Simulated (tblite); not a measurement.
Species: C7H4N3 (doublet state).
SMILES: `N#CC1=CC(C#N)=NC[CH]1`

Level: GFN2-xTB in tblite, geometry and Hessian alike; calculated harmonic values, unscaled, isolated species. Errors from tens to a few hundred cm⁻¹ against measured bands are possible. Open shells enter through the occupations alone, without spin polarisation, and single modes of such species can be off by tens of per cent.

Harmonic wavenumbers (cm⁻¹): 82.4, 101.2, 133.7, 168.4, 176.3, 319.1, 413.9, 420.5, 447.2, 505.0, 565.8, 578.0, 601.8, 673.4, 730.0, 760.0, 884.6, 916.8, 940.7, 1040.1, 1099.6, 1109.5, 1147.3, 1206.7, 1275.7, 1298.0, 1360.7, 1382.0, 1496.8, 1549.8, 2385.9, 2391.2, 2784.9, 2846.8, 3096.9, 3121.1.

A = 2658, B = 919.4, C = 685.9 MHz; mass 130.041 u (most abundant isotopes); point group Cs, symmetry number 1; spin multiplicity 2.

Question: What is the zero-point energy?

Answer: Half the sum of the wavenumbers: 20006 cm⁻¹ = 239.32 kJ/mol.

Question: What is S at 298.15 K and 1 bar for an ideal gas of classical rigid rotors and harmonic oscillators?

Answer: Translation 169.57, rotation 124.01, vibration 94.80, spin (R ln 2) 5.76: S = 394.1 J/(mol K).

Question: And Cp and H(298.15 K) − H(0)?

Answer: Cp = 140.95 J/(mol K), of which vibrations give 107.69 (their classical limit is 36 R = 299.3); H(298.15 K) − H(0) = 25.67 kJ/mol without the zero-point energy, 15.76 from vibrations.

Question: What must be added to the electronic energy to get the Gibbs energy at 298.15 K and 1 bar?

Answer: ZPE + [H(298.15 K) − H(0)] − T·S = 239.32 + 25.67 − 117.51 = 147.48 kJ/mol.

Question: Which modes carry the vibrational entropy at 298.15 K?

Answer: 82.4 cm⁻¹: 16.04; 101.2 cm⁻¹: 14.36; 133.7 cm⁻¹: 12.10; 168.4 cm⁻¹: 10.26; 176.3 cm⁻¹: 9.90; 319.1 cm⁻¹: 5.50 J/(mol K); the other 30 give 26.64 together.

Question: Blend soft modes into free rotors: weight 1/[1 + (100 cm⁻¹/ν̃)⁴] for the oscillator and the rest for a rotor with moment μB/(μ + B), μ = h/(8π²ν), B = 10⁻⁴⁴ kg m². What vibrational entropy results?

Answer: 90.99 J/(mol K) in place of 94.80, which changes −T·S at 298.15 K by +1.14 kJ/mol.

Hindered rotation and anharmonicity are outside this model.
